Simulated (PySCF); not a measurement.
Electron correlation in B+ (boron, charge +1)

[He] 2s2, closed-shell 1S. All numbers are calculated (PySCF 2.14, the non-relativistic Hamiltonian (point nucleus), in def2-TZVPPD). Frozen: 1s2; 2 electrons correlated.

With two correlated electrons CCSD is exact within the correlated space (frozen core and kept virtual orbitals).

```tsv
level	correlation energy (mhartree)
CCSD	-59.48
```

Diagnostics: T1 = 0.012, D1 = 0.0168, largest double amplitude 0.151.

A double-excitation amplitude exceeds 0.15, a sign of near-degeneracy.

Cost of the coupled-cluster step: roughly 0.4 core-seconds, for 2 correlated electrons.
